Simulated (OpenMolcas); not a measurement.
## Pt2+: effect of the IPEA shift

```yaml
Program: OpenMolcas
Basis: ANO-RCC-VQZP [9s8p6d4f2g1h]
Scalar_Hamiltonian: DKH2, point nucleus
Active_space: 8 electrons in 10 orbitals (5d 6d)
State_averaging: 2S+1 = 3 even, 10 roots; 2S+1 = 1 even, 15 roots
Spin-orbit_coupling: RASSI with atomic mean-field integrals over the reference wave functions, term energies averaged over their components
```

Methods on the same reference wave functions:
A. CASSCF
B. SS-CASPT2, IPEA 0 Eh, imaginary shift 0.1 Eh (closed shells correlated: 5s 5p)
C. SS-CASPT2, IPEA 0.25 Eh, imaginary shift 0.1 Eh (closed shells correlated: 5s 5p)

Energies in cm-1 above 5d8 3F4, the measured ground level; measured values from NIST levels as listed in McCann et al., Mon. Not. R. Astron. Soc. 538, 537 (2025).

| Level | A | B | C | Measured |
| --- | --- | --- | --- | --- |
| 5d8 3F4 | 0.0 | 0.0 | 0.0 | 0.0 |
| 5d8 3F3 | 9983 | 10090 | 10100 | 9752 |
| 5d8 3P2 [51 %] | 17458 | 15490 | 15730 |  |
| 5d8 3P0 | 20386 | 16190 | 16560 | 14939 |
| 5d8 3P1 | 22669 | 18840 | 19280 | 16782 |
| 5d8 1G4 | 25678 | 23050 | 22810 | 21331 |
| 5d8 1S0 | 54815 | 48800 | 48830 |  |

Deviations, from unrounded energies. A percentage is the sum of absolute deviations over the sum of measured energies, with the sign that they share, or ± where signs differ.

| Against measurement | Levels | A | B | C |
| --- | --- | --- | --- | --- |
| mean absolute deviation (cm-1) | 4 | 4000 | 1300 | 1500 |
| fine structure of the ground term (%) | 1 | +2.4 | +3.5 | +3.6 |
| other terms of the ground configuration (%) | 3 | +29.6 | +9.5 | +10.6 |

B lies closest to measurement on these levels and A furthest from it. The largest miss of B in the table is 5d8 3P1, by +2100 cm-1. The ranking rests on the paired levels alone, and a cruder setting can come out closer through cancelling errors.

Between B and C the level of the table that moves most is 5d8 3P1, by 440 cm-1 (lowest in B, highest in C). Moves below CASPT2's spread within the term are not significant.

The mean deviations of B to C differ by less than CASPT2's widest spread within a term (1300 cm-1), so their order carries little weight.

From A to B the spin-free energies of the other terms of 5d8 shown, above 3F, scale by factors of 0.69 to 0.85.

The lowest spin-free term lies below A's lowest term by 0.469 hartree in B, 0.462 hartree in C.

Term energies are means over components that CASPT2 splits; among the terms shown or strongly mixed into the levels shown the widest spread is 1300 cm-1 (5d8 1G, B). Active for correlation alone: 6d; no level in the range computed is led by a configuration that fills it, so any true level of that kind is missing. Without dynamic correlation excited terms often stand tens of per cent too high (terms of higher spin than the ground term too low), and those without a measured partner can miss by more than the paired ones (holds for A). Measured partners are found by configuration, term and J. A level has none where our copy of the source lacks it or the pairing is in doubt (some pairs that miss far off the trend of their configuration count as doubtful), and it then counts in no deviation. Only configurations of the active space appear. The table leaves out levels that lie high or whose names do not pair safely across all columns.

A share in square brackets marks a mixed level and gives the weight of the term that names it, the lowest over the columns.
